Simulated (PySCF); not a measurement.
From computed data to an observable: chemical shift, span and skew from a shielding tensor

Ge(F)(Me) (CH3FGe), SMILES [CH3][Ge][F] (connectivity only; charge and spin as stated), neutral, multiplicity 1. Atoms are numbered in the order given.

```xyz
6

Ge     0.4522     0.1545     0.0000
F     -1.0235     1.1501     0.0000
C     -0.5159    -1.5938     0.0000
H      0.1616    -2.4488     0.0000
H     -1.1629    -1.6423    -0.8810
H     -1.1629    -1.6423     0.8810
```

Coordinates come from a B3LYP-D3(BJ)/def2-TZVP optimisation.

GIAO shieldings from PBE0/pcSseg-2 in PySCF, non-relativistic, no solvent. The symmetric part of the tensor of C3 has the principal values 81.3, 148.5, 196.2 ppm. The same nucleus in TMS has σ = 186.1 ppm at this level (PySCF, at its B3LYP-D3(BJ)/def2-TZVP geometry).

Problem. Work out the isotropic shielding, the ¹³C shift against TMS, the span and the skew.

Solution. 
σ(iso) = (σ11 + σ22 + σ33)/3 = 142.0 ppm. δ = σ(ref) − σ(iso) = 186.1 − (142.0) = 44.1 ppm.
Span Ω = σ33 − σ11 = 114.9 ppm. Skew κ = 3(σ(iso) − σ22)/Ω = -0.17. Tumbling in solution averages the tensor to δ; in a static solid the shielding alone would spread this spin-1/2 line over Ω.
